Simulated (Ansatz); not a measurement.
`[NH2][GaH][CH2]S` + H₂ → `[CH3][GaH][NH2]` + H₂S  (hydrogenolysis of a C–S bond)

Program: Ansatz. Geometries: PBE0-D4/def2-TZVP. ΔE: electronic, gas phase. CCSD(T)/CBS adds triple-zeta CCSD(T) − MP2 to the extrapolated MP2 energy (def2 sets, frozen cores). This one scheme is used for every species. DFT in def2-TZVPP. B3LYP here is the variant with VWN-RPA as its local correlation; programs differ in this. HSE06 is defined as in plane-wave codes. For Ga outer-core shells are correlated without core-valence functions, which leaves a few kJ/mol of doubt a bond. Scalar relativity is left out up to krypton. One conformer a species, not always the lowest.

| level | ΔE (kcal/mol) | difference from CCSD(T)/CBS |
| --- | --- | --- |
| LDA (SPW92) | -17.7 | 0.6 |
| PBE-D4 | -17.0 | 1.3 |
| revPBE-D4 | -15.6 | 2.7 |
| BLYP-D4 | -17.2 | 1.1 |
| r2SCAN-D4 | -18.1 | 0.2 |
| B97M-V | -20.2 | -1.9 |
| PBE0-D4 | -18.3 | 0.0 |
| B3LYP-D4 | -18.6 | -0.3 |
| r2SCANh-D4 | -18.4 | -0.1 |
| HSE06-D4 | -18.3 | 0.0 |
| BHLYP-D4 | -19.8 | -1.5 |
| CAM-B3LYP-D4 | -20.1 | -1.8 |
| ωB97X-V | -19.0 | -0.7 |
| B2PLYP | -20.0 | -1.7 |
| PBE-QIDH | -19.1 | -0.8 |
| PBE | -18.5 | -0.2 |
| revPBE | -19.1 | -0.8 |
| r2SCAN | -18.5 | -0.2 |
| PBE0 | -19.7 | -1.4 |
| B3LYP | -21.1 | -2.8 |
| r2SCANh | -18.9 | -0.6 |
| r2SCAN0 | -19.4 | -1.1 |
| HSE06 | -19.6 | -1.3 |
| BHLYP | -22.2 | -3.9 |
| CAM-B3LYP | -21.6 | -3.3 |
| LC-ωPBE | -20.5 | -2.2 |
| RPA@PBE/def2-TZVPP | -18.7 | -0.4 |
| HF/def2-SVP | -25.7 | -7.4 |
| MP2/def2-SVP | -19.7 | -1.4 |
| CCSD/def2-SVP | -21.8 | -3.5 |
| CCSD(T)/def2-SVP | -20.7 | -2.4 |
| HF/def2-TZVPP | -24.2 | -5.9 |
| MP2/def2-TZVPP | -17.8 | 0.5 |
| SCS-MP2/def2-TZVPP | -18.7 | -0.4 |
| CCSD/def2-TZVPP | -20.5 | -2.2 |
| CCSD(T)/def2-TZVPP | -19.1 | -0.8 |
| HF/def2-QZVPP | -24.2 | -5.9 |
| MP2/def2-QZVPP | -17.3 | 1.0 |
| MP2/CBS(def2) | -16.9 | 1.4 |
| CCSD/CBS(def2) | -19.6 | -1.3 |
| CCSD(T)/CBS | -18.3 | 0 |

Largest T1 diagnostic among the species: 0.013.

From r2SCAN to r2SCAN0 (25 % exact exchange), in def2-TZVPP and without D4, ΔE moves by −1.0 kcal/mol. Leaving LDA and LC-ωPBE aside and taking each functional with its dispersion term where it has one, the values spread over 4.5 kcal/mol, from B97M-V to revPBE-D4. LDA lies +0.9 kcal/mol from PBE without D4.

CCSD(T)/CBS has its own doubt, a few kJ/mol and more with outer-core shells, so smaller differences from it don't rank the levels.
